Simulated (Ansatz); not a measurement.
Compare A (`ClC[SiH2]B(Cl)Cl`) with its isomer B (`CB[Si](Cl)(Cl)Cl`).

Program: Ansatz. Geometries: PBE0-D4/def2-TZVP. ΔE: electronic, gas phase. CBS: MP2 limit from def2 TZ/QZ plus the TZ coupled-cluster correction, frozen cores. Functionals use def2-TZVPP. B3LYP here is the variant with VWN-RPA as its local correlation; programs differ in this. Each species was taken in one conformer, which may not be the lowest.

A:

Z-matrix (Å, degrees):
```
C
Si 1 1.885
Cl 1 1.788 2 108.2
H 1 1.090 2 112.7 3 118.9
H 1 1.090 2 111.9 3 -118.2
B 2 2.019 1 109.2 3 60.5
H 2 1.484 1 109.4 3 -62.2
H 2 1.493 1 109.0 3 178.7
Cl 6 1.741 2 121.6 1 -147.5
Cl 6 1.744 2 119.7 1 34.7
```

B:

```xyz
10

C    -0.107    1.192    1.088
B    -0.105   -0.298    0.692
Si    0.074   -0.921   -1.210
Cl    0.367    0.604   -2.546
Cl   -1.655   -1.887   -1.737
Cl    1.640   -2.224   -1.414
H     0.965    1.390    1.277
H    -0.402    1.892    0.306
H    -0.619    1.416    2.026
H    -0.160   -1.165    1.517
```

Question: Which isomer does CCSD(T)/CBS put lower? Give the gap. (An estimate is asked.)

Answer: Ansatz gave: B, by 190.7 kJ/mol.

Question: Give E(B) − E(A) in kJ/mol with PBE-D4, B3LYP, PBE0-D4, CCSD/def2-TZVPP, MP2/def2-TZVPP, CCSD(T)/def2-SVP, r2SCAN-D4. (Best estimate.)

Answer: Computed: PBE-D4 -179.4, B3LYP -189.5, PBE0-D4 -189.3, CCSD/def2-TZVPP -187.4, MP2/def2-TZVPP -191.5, CCSD(T)/def2-SVP -151.2, r2SCAN-D4 -194.5. None reverses the order clearly.

Question: Does the order hold for the free energy at 298.15 K (harmonic terms from PBE0-D4)? (An estimate is asked.)

Answer: Ansatz gave: Yes: G(B) − G(A) = -185.3 kJ/mol, for one conformer each. Modes under 60 cm⁻¹, often nearly free rotors, make the harmonic entropy too high.

Largest T1 diagnostic: 0.012.

From BLYP to BHLYP (50 % exact exchange), in def2-TZVPP and without D4, E(B) − E(A) moves by −18.5 kJ/mol. In def2-TZVPP, CCSD(T) changes the Hartree–Fock value by +25.2 kJ/mol (the triples alone add +5.3 kJ/mol) and MP2 by +15.8 kJ/mol.
